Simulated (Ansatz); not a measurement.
System: CH₃Cl₂Si (charge 0, doublet). It need not be the lowest isomer of its formula. 
Geometry from a B3LYP-D3(BJ)/def2-TZVP (Ansatz, an electronic-structure program) optimisation:
```
C
H 1 1.0903
H 1 1.0903 2 109.31
H 1 1.0925 2 109.07 3 119.17
Si 1 1.8726 2 110.12 4 119.74
Cl 5 2.0732 1 108.88 2 -178.95
Cl 5 2.0732 1 108.88 2 -60.44
```
Charge 0, spin multiplicity 2.

Parts of the frozen-core correlation energy in 6-31G* (Ansatz, hartree). Frozen orbitals: 16; correlated occupied orbitals by spin: 13 and 12; virtual: 49 and 50. Open shells are spin-unrestricted. Spin-orbit coupling is left out. No relativistic terms.

```tsv
term	value
reference (HF)	-1247.57199
MP2 opposite-spin	(withheld)
MP2 same-spin	(withheld)
CCSD correlation	-0.49816
(T)	(withheld)
T1 diagnostic	0.012
largest doubles amplitude	0.032
<S^2> of the reference	0.753
```

**Question.** Some entries are withheld; supply them.

**Answer.** 
- MP2 opposite-spin, value: -0.33674
- MP2 same-spin, value: -0.11548
- (T), value: -0.01331
